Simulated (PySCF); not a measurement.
A structure optimised at PBE-D3(BJ)/def2-TZVP, used in a PySCF frequency run:

```xyz
5

O      0.7766     0.1421     0.0000
O     -0.6652    -0.1276     0.0000
H      1.1206    -0.7894     0.0000
H     -1.0058     0.3368     0.8146
H     -1.0058     0.3368    -0.8146
```
Charge +1, spin multiplicity 1.

Question: Write its SMILES, formula and point group.

Answer: O[OH2+], H3O2, Cs

Question: What are its rotational constants (standard atomic weights)?

Answer: 190.70, 23.560, 23.532 GHz
